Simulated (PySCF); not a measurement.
## Working out the ionisation energy of Xe²⁺

Xe²⁺ [Kr] 4d10 5s2 5p4 (3P) → Xe³⁺ [Kr] 4d10 5s2 5p3 (4S). All numbers are calculated (PySCF 2.14, no relativity, point nucleus, in dyall-av2z (22s16p12d, 130 functions)). Frozen: [Kr] 4d10; the 62 highest virtual orbitals dropped. Energies in hartree (1 hartree = 27.21139 eV):

```csv
part,Xe²⁺ (lower),Xe³⁺ (upper)
UHF,-7230.963161,-7229.892998
CCSD correlation,-0.085985,-0.071458
(T),-0.001199,-0.000791
```

Problem. What does Hartree-Fock give?

Solution. (-7229.892998) − (-7230.963161) = 1.070163 hartree = 29.121 eV.

Problem. What do CCSD and CCSD(T) give?

Solution. The CCSD correlation energies differ by 0.014527 hartree = 0.395 eV and the triples by 0.000408 hartree = 0.011 eV, so CCSD gives 29.516 eV and CCSD(T) 29.527 eV.

Reference: 31.05 ± 0.04 eV (semi-empirical (NIST evaluation); NIST Atomic Spectra Database, ionization energies), between the lowest levels; spin-orbit coupling is absent from the calculation.

The calculation is non-relativistic.

A double-zeta basis recovers only part of the correlation energy.

What remains against the reference includes basis incompleteness, the frozen core and higher excitations.
